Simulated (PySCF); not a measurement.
Sn(SH)(SiH3) (H4SSiSn), SMILES [SiH3][Sn][SH] (connectivity only; charge and spin as stated), neutral, multiplicity 1. Heavy atoms are numbered as in [Sn:1]([SH:2])[SiH3:4]. Hydrogens are named by the atom that carries them.

Geometry: B3LYP-D3(BJ)/def2-SVP. The def2 effective core potentials stand for the cores of Sn; spin–orbit coupling is left out. The values are those of a single conformer.

Level of theory: PBE0/def2-TZVPD run with PySCF.

Mulliken values depend strongly on the basis, most of all with diffuse functions as here. ESP charges are fitted to the potential on shells at 1.4 to 2.0 van der Waals radii. Atomic charges (e), one atom of each kind:

```json
[
 {"atom": "Sn1", "ESP fit": "0.11", "Mulliken": "0.48"},
 {"atom": "S2 (SH)", "ESP fit": "-0.32", "Mulliken": "-0.56"},
 {"atom": "H on S2", "ESP fit": "0.17", "Mulliken": "0.24"},
 {"atom": "Si4 (SiH3)", "ESP fit": "0.41", "Mulliken": "-0.15"},
 {"atom": "H on Si4", "ESP fit": "-0.10", "Mulliken": "0.00"}
]
```
